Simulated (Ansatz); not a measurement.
Basis-set extrapolation for `CBCSC` (PBE0-D4/def2-TZVP geometry, frozen core, Ansatz 0.2.0). Multiplicity 1, RHF reference.

|  | def2-TZVPP | def2-QZVPP |
| --- | --- | --- |
| HF | -541.119367 | -541.137720 |
| MP2 correlation | -0.807060 | -0.862668 |
| CCSD(T) correlation | -0.905706 | not run |

Energies in hartree. Use E(X) = E(∞) + A·exp(−7.88·√X) for Hartree–Fock and E(X) = E(∞) + B·X^(−2.97) for correlation, with X = 3 and 4, and add CCSD(T) minus MP2 of the smaller set to the MP2 limit.

**Question.** What is the CCSD(T) energy at the basis-set limit?

**Answer.** HF limit: -541.137720 + (-0.018353) × 0.13774 = -541.14025. MP2 limit: -0.862668 + (-0.055608) × 0.74074 = -0.90386. Higher-order term: -0.905706 − (-0.807060) = -0.09865. Total: -542.14276 hartree, 73.8 kcal/mol below CCSD(T)/def2-TZVPP.
